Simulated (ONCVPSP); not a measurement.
Varying the ONCV potential for carbon (C)

Base potential:

```json
{
 "Element": "C (Z = 6)",
 "Generator": "ONCVPSP 4.0.1",
 "Type": "optimised norm-conserving Vanderbilt (ONCV)",
 "Functional": "LDA (Perdew-Zunger)",
 "Relativity": "scalar-relativistic",
 "Frozen core": "[He]",
 "Valence charge": "4",
 "Reference configuration": "2s2 2p1.5 (charge +0.5)",
 "Partial waves": "2s: rc 1.10 bohr, ncon 5, nbas 8, qcut 7.4 1/bohr, 3 projectors, debl 1.8 Ha; 2p: rc 2.95 bohr, ncon 3, nbas 7, qcut 5.8 1/bohr, 2 projectors, debl 2.9 Ha; d scattering state at 0.46 Ha: rc 3.00 bohr, ncon 4, nbas 7, qcut 2.9 1/bohr, 2 projectors, debl 1.5 Ha",
 "Local potential": "polynomial inside 0.70 bohr (lpopt 4, dvloc0 -1 Ha)",
 "Core correction": "Teter function, fcfact 3, rcfact 1"
}
```

All-electron outer shells of the reference configuration (LDA (Perdew-Zunger), scalar-relativistic, ld1.x):

```
shell  level (eV)  outermost node (bohr)  outermost maximum (bohr)
   1s     -277.64                      –                      0.18
   2s      -19.25                   0.38                      1.20
   2p      -10.85                      –                      1.14
```

Cutoffs, loose and tight: the cutoffs (Ha) at which the residual kinetic energy of the hardest occupied pseudo-wave falls to 1 and 0.1 mHa per electron. They do not see the model core or the augmentation charge, which bear on the density cutoff. Test errors are all-electron minus pseudo excitation energies from the reference, over the configurations 2s2 2p2; 2s2 2p1; 2s2 2p0; 2s1 2p2. A dash means not determined; rows that change the core or the reference have their own tests. The largest error is taken over the tests solved by every variant that gives reliable tests at all: 2s1 2p2; 2s2 2p0; 2s2 2p1.

A true bound ghost makes a file unfit for plane-wave use even where its test errors are small: the radial tests pick states by their node count and pass the ghost by.

```tsv
change	outcome	cutoff, loose	cutoff, tight	bound ghosts	GHOST(+) flags above zero	largest test error (meV)
base	generated	21 Ha	27 Ha	s, d	s	+716
s: debl 0.75	generated	21 Ha	27 Ha	s, d	s	+716
s: nproj 0; local potential the s channel	generated	21 Ha	27 Ha	none	none	+694
s: rc 1.06	generated	21 Ha	27 Ha	s, d	s	+716
core correction none	generated	21 Ha	27 Ha	s, d	s	+718
p: rc 3.32	generated	21 Ha	27 Ha	s, p, d	s	+922
p: qcut 4.9	generated	21 Ha	27 Ha	s, p, d	s	+920
all radii but the core radius scaled by about 1.12 (s 1.22, p 3.30, d 3.36 bohr); local potential polynomial inside 0.78 bohr (lpopt 4, dvloc0 -1 Ha)	generated	21 Ha	28 Ha	s, p	s, d	+903
```

Problem. What comes out with this change to the base: reference 2s2; wave 2p: rc 2.95 bohr, ncon 3, nbas 7, qcut 5.8 1/bohr, 2 projectors, debl 2.9 Ha becomes p scattering state at 0.23 Ha: rc 2.95 bohr, ncon 3, nbas 7, qcut 5.8 1/bohr, 2 projectors, debl 2.9 Ha?

Solution. outcome: generated, projector energies reset by the program; cutoff, loose: 22 Ha; cutoff, tight: 29 Ha; bound ghosts: s, d; GHOST(+) flags above zero: s; largest test error (meV): +1184.
